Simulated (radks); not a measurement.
Q: These are the eigenvalues of the occupied orbitals of an atom or ion with whole-number occupations (hartree). Calculated with a radial shooting solver on a logarithmic mesh with Libxc functionals: scalar-relativistic Kohn-Sham, exchange-only LDA, spin-polarised, spherical densities, point nucleus.

| orbital | eigenvalue |
|---|---|
| 1s | -1446.157 |
| 2s | -292.6059 |
| 2p | -270.9395 |
| 3s | -109.7347 |
| 3p | -102.9650 |

Which element is it, and in what charge state? The configuration may be excited. Open shells, if any, are filled with parallel spins first.

A: Z = 56, barium, charge +38: Ba38+ in [Ar]. The list shows which subshells hold electrons but not how many an open one holds; the 1s level, -1446.2 hartree, gives Z - s = 53.8 by -(Z - s)^2/2, which with screening and relativity narrows Z to a few neighbours, and the depths of the outer levels then fix element, charge and occupations together.
